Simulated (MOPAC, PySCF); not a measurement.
Ligands exchanged one at a time, In F-NH2. Isolated molecules, 0 K electronic values unless said otherwise. One relaxed conformer stands for each flexible species; it need not be the lowest. Strings in code marks are SMILES.

Quantity: redistribution energy (mixed species minus the weighted end members), in kJ/mol. Semi-empirical values (MOPAC) are differences of heats of formation.

Level 1: BP86/6-31G* (LANL2DZ on In) // r2SCAN-D4/def2-TZVP (PySCF)
Level 2: M06-2X/6-31G* (LANL2DZ on In) // r2SCAN-D4/def2-TZVP (PySCF)
Level 3: PBE/6-31G* (LANL2DZ on In) // r2SCAN-D4/def2-TZVP (PySCF)
Level 4: PM7 // r2SCAN-D4/def2-TZVP (MOPAC)

```tsv
species	level 1	level 2	level 3	level 4
1 of 3 F replaced by NH2: `[In]([F])([F])[NH2]`	-19.67	-17.30	-19.77	-3.53
```
